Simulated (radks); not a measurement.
Question: Species: As4+. Configuration: [Ar] 3d10 4s1. Calculated with a radial shooting solver on a logarithmic mesh with Libxc functionals: Dirac Kohn-Sham, PBEsol, spin-unpolarised, spherical densities, finite nucleus; Fermi nuclear charge, rms radius 4.0968 fm. Some entries of the table are withheld. Estimate them.

| orbital | occ. | eigenvalue (hartree) | r(max) (bohr) |
|---|---|---|---|
| 1s1/2 | 2 | -432.0903 | 0.02975 |
| 2s1/2 | 2 | -56.42956 | 0.1702 |
| 2p1/2 | 2 | -50.63164 | 0.1342 |
| 2p3/2 | 4 | -49.28909 | 0.1373 |
| 3s1/2 | 2 | (1) | 0.5220 |
| 3p1/2 | 2 | -6.87516 | 0.5153 |
| 3p3/2 | 4 | -6.69005 | 0.5239 |
| 3d3/2 | 4 | -3.34573 | 0.4740 |
| 3d5/2 | 6 | -3.31850 | 0.4768 |
| 4s1/2 | 1 | -2.08987 | (2) |

Answer: 
(1) 3s1/2 eigenvalue (hartree): -8.82471
(2) 4s1/2 r(max) (bohr): 1.492
